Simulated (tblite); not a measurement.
C₄H₁₁FSSi.
Atom-mapped SMILES: `[CH3:1][C:2]([CH3:3])([CH2:4][SH:5])[SiH2:6][F:7]` (hydrogens: H8, H9, H10 on C1; H11, H12, H13 on C3; H14, H15 on C4; H16 on S5; H17, H18 on Si6)

The geometry is computed with GFN2-xTB (gas phase).

**Question.** List the bond lengths, angles and torsions at this level.

**Answer.** 
```csv
bond,length (pm),order
"C1–C2, C2–C3",153.2,single
C2–C4,152.8,single
C4–S5,182.8,single
C2–Si6,191.7,single
Si6–F7,161.1,single
C1–H8 and 5 like bonds,108.9,single
"C4–H14, C4–H15",109.1,single
S5–H16,133.1,single
"Si6–H17, Si6–H18",145.5,single
```

Bonds in one row agree within 1 pm and their mean is given. Orders are formal, as drawn. A selection of angles:
```csv
angle,degrees
C2–C1–H8,111.2
C2–C1–H9,110.2
H8–C1–H9,108.3
C1–C2–C3,109.0
C1–C2–C4,107.5
C1–C2–Si6,109.8
C3–C2–C4,109.1
C4–C2–Si6,111.4
C2–C4–S5,114.0
C2–C4–H14,110.6
S5–C4–H14,104.6
S5–C4–H15,107.2
H14–C4–H15,108.6
C4–S5–H16,97.0
C2–Si6–F7,106.1
C2–Si6–H17,113.8
C2–Si6–H18,111.5
F7–Si6–H17,104.9
H17–Si6–H18,114.9
```

Torsions: C1–C2–C4–S5 -174° (antiperiplanar); C1–C2–Si6–F7 -46° (synclinal); H16–S5–C4–C2 83° (synclinal). The mirror-image conformer, all signs reversed, is as good.

Si6 (fluorine-bound silicon) is distorted tetrahedral (angles from 104.6° to 114.9°). Of the pairs four or more bonds apart, Si6···H16 is among the closest relative to their van der Waals radii: 3.00 Å, 91 % of the sum of Bondi's values.

Point group: C1 (no symmetry element, even within 0.4 Å). Its GFN2-xTB frequencies are all real (lowest 58 cm⁻¹). One conformer, not necessarily the lowest (C1–C2–C4–S5 -174°, C2–C4–S5–H 83°, C1–C2–Si6–F7 -46°).

Hardware: an Arm Neoverse N1 with one thread, no GPU, on a shared host. Cost: 1.6 s of wall time. This is the geometry optimisation.
